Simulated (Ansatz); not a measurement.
Relaxation of Cl₃FGeH₂ (7 atoms, charge 0, multiplicity 1), to a largest force component of 0.03 eV/Å in at most 50 steps.

Computed with RKS BLYP/def2-SVP in Ansatz 0.2.0.

```xyz
7
Properties=species:S:1:pos:R:3
Ge 0.371 0.559 -0.414
H -0.085 -0.133 2.226
Cl 1.937 -0.257 -1.663
Cl -1.149 1.585 -1.559
F -0.423 -0.824 0.309
Cl 1.273 1.978 1.010
H 0.195 0.341 2.688
```

Question: Where does it end, and by what steps?

Answer: The run converged. The force dipped under the threshold on the way, but the program's further checks kept it going. After 19 steps the energy has fallen by 0.363 eV; H7 moved furthest, 1.48 Å.

```csv
step,energy less start (eV),largest force component (eV/Å),accepted
0,0.0000,1.343,yes
1,-0.2001,0.277,yes
2,-0.2829,0.182,yes
3,-0.3183,0.130,yes
4,-0.3353,0.102,yes
5,-0.3415,0.153,yes
6,-0.3459,0.193,yes
7,-0.3545,0.113,yes
8,-0.3582,0.141,yes
9,-0.3583,0.127,yes
10,-0.3602,0.046,yes
11,-0.3606,0.013,yes
12,-0.3611,0.026,yes
13,-0.3617,0.043,yes
14,-0.3620,0.060,yes
15,-0.3622,0.038,yes
16,-0.3623,0.068,yes
17,-0.3624,0.031,yes
18,-0.3625,0.017,yes
19,-0.3625,0.028,yes
```

```xyz
7
Properties=species:S:1:pos:R:3
Ge 0.535 0.835 -0.790
H -0.279 -0.471 2.972
Cl 1.856 -0.388 -1.984
Cl -1.174 1.496 -1.935
F -0.063 -0.163 0.518
Cl 1.589 2.504 0.087
H -0.343 -0.562 3.731
```

Whether the end is a true minimum wasn't checked by a vibrational analysis.

The run took 41 s on 2 threads of Arm Neoverse V1, with other jobs on the host, peak memory 0.16 GiB.
